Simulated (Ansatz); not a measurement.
Computed with Ansatz on PBE0-D4/def2-TZVP structures; ΔE is electronic, products minus reactants. CBS: MP2 limit from def2 TZ/QZ plus the TZ coupled-cluster correction, frozen cores. This one scheme is used for every species. DFT in def2-TZVPP. B3LYP here is the variant with VWN-RPA as its local correlation; programs differ in this. HSE06 is defined as in plane-wave codes. For Ge outer-core shells are correlated without core-valence functions, which leaves a few kJ/mol of doubt a bond. Scalar relativity is left out up to krypton. Each species was taken in one conformer, which may not be the lowest.

Consider the cleavage of the Al–Ge bond: `[Cl][Al]([Cl])[GeH3]` + CH₃OH → `C[O][Al]([Cl])[Cl]` + GeH₄.

`[Cl][Al]([Cl])[GeH3]`:

```xyz
7

Cl   -0.715   -2.875   -0.369
Al    0.162   -1.202    0.527
Cl    1.280   -1.532    2.261
Ge   -0.128    1.037   -0.437
H     0.411    1.066   -1.878
H    -1.621    1.401   -0.486
H     0.611    2.105    0.384
```

CH₃OH:

```xyz
6

C    -0.133    0.012    0.330
O    -0.067    0.278   -1.052
H    -1.028    0.507    0.709
H     0.732    0.410    0.874
H    -0.220   -1.060    0.546
H     0.715   -0.147   -1.407
```

`C[O][Al]([Cl])[Cl]`:

Z-matrix (Å, degrees):
```
C
O 1 1.402
H 1 1.094 2 109.7
H 1 1.095 2 112.4 3 -120.7
H 1 1.094 2 109.7 3 118.7
Al 2 1.664 1 136.0 3 120.7
Cl 6 2.071 2 119.1 1 180.0
Cl 6 2.080 2 120.8 1 -0.0
```

GeH₄:

Cartesian coordinates in Å:
```
Ge 0.000 0.000 0.000
H 1.186 -0.480 -0.846
H -0.414 1.406 -0.452
H 0.408 0.037 1.478
H -1.180 -0.964 -0.181
```

CCSD(T)/CBS gives -97.1 kJ/mol.

Q: Another level gave -100.9 kJ/mol. Which?
A. PBE-QIDH/def2-TZVPP
B. revPBE/def2-TZVPP
C. B3LYP-D4/def2-TZVPP
D. HSE06/def2-TZVPP

A: C. B3LYP-D4 -100.9, PBE-QIDH -95.8, HSE06 -84.5, revPBE -78.6 kJ/mol.

Q: What do rigid-rotor, harmonic-oscillator terms from PBE0-D4/def2-TZVP frequencies (298.15 K, 1 bar) make of the CCSD(T)/CBS value? (Best estimate.)

A: The calculation gave: ΔZPE = -7.0 kJ/mol, ΔH = -104.8 kJ/mol, ΔS = -36 J/(mol·K), ΔG = -94.0 kJ/mol. Modes under 50 cm⁻¹ make the entropy rough.

Largest T1 diagnostic among the species: 0.012.

In def2-TZVPP, CCSD(T) changes the Hartree–Fock value by +14.4 kJ/mol (the triples alone add +1.8 kJ/mol) and MP2 by +8.9 kJ/mol. Leaving LDA and LC-ωPBE aside and taking each functional with its dispersion term where it has one, the values, not all of them listed here, spread over 27.0 kJ/mol, from CAM-B3LYP-D4 to PBE-D4. LDA lies −6.3 kJ/mol from PBE without D4. From BLYP to BHLYP (50 % exact exchange), in def2-TZVPP and without D4, ΔE moves by −10.9 kJ/mol.
